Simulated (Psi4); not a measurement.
Cl$_{3}$La (SMILES [Cl][La]([Cl])[Cl]), singlet, geometry from GFN2-xTB (such geometries of metal compounds can be far from the true shape) (core potentials on La). Base run: HF/def2-SV(P) run with Psi4.

Here is a job for Psi4.
```
memory 2 GB

molecule mol {
0 1
  La    0.193340   -0.190468   -0.615242
  Cl   -1.969263   -0.822093    0.457095
  Cl   -0.103013    2.176902    0.115127
  Cl    1.424017   -0.716180    1.490647
}

set basis def2-sv(p)
set reference rhf

energy('scf')
print_variables()
```

Each row names what was changed in the base input (with any setting that the change needs).

| change | ΔE vs base (eV) | point group used | SCF cycles |
|---|---|---|---|
| base | 0.00 | c1 | 7 |
| molecule keys = symmetry c1, no_reorient, no_com | 0.00 | c1 | 7 |
| molecule keys = no_reorient | 0.00 | c1 | 7 |
| jitter_ang = 0.002 | 0.01 | c1 | 7 |
| molecule keys = symmetry c1 | 0.00 | c1 | 7 |
